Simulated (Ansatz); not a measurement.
Reaction (formal exchange of groups at the Al–Br bond): `[SH][AlH][Br]` + `FC[SiH3]` → `F[CH]([SiH3])[AlH][SH]` + HBr

Isolated molecules relaxed with PBE0-D4/def2-TZVP in Ansatz; ΔE leaves out vibrations. CCSD(T)/CBS is the MP2 limit (def2-TZVPP, def2-QZVPP) plus CCSD(T) − MP2 in def2-TZVPP, frozen cores. For Br outer-core shells are correlated without core-valence functions, which leaves a few kJ/mol of doubt a bond. Scalar relativity is left out up to krypton. One conformer a species, not always the lowest.

```json
{"species": "`[SH][AlH][Br]`", "MP2/def2-QZVPP energy (Eh)": "-3214.10372"}
{"species": "`FC[SiH3]`", "MP2/def2-QZVPP energy (Eh)": "-429.81565"}
{"species": "`F[CH]([SiH3])[AlH][SH]`", "MP2/def2-QZVPP energy (Eh)": "-1070.19428"}
{"species": "HBr", "MP2/def2-QZVPP energy (Eh)": "-2573.65765"}
```

Work out ΔE.

ΔE = (-1070.19428) + (-2573.65765) − (-3214.10372) − (-429.81565) = 0.06744 Eh = +177.1 kJ/mol. CCSD(T)/CBS gives +172.1 kJ/mol.

Largest T1 diagnostic among the species: 0.012.

In def2-TZVPP, CCSD(T) changes the Hartree–Fock value by −27.9 kJ/mol (the triples alone add −3.7 kJ/mol) and MP2 by −21.7 kJ/mol. From PBE to PBE0 (25 % exact exchange), in def2-TZVPP and without D4, ΔE moves by +9.0 kJ/mol. The D4 term adds −6.3 kJ/mol with B3LYP and −3.8 kJ/mol with PBE0; it sums over pairs of atoms, weighted by their polarisabilities, and B3LYP, whose exchange is more repulsive, gets the larger term.

B3LYP here is the variant with VWN-RPA as its local correlation; programs differ in this.
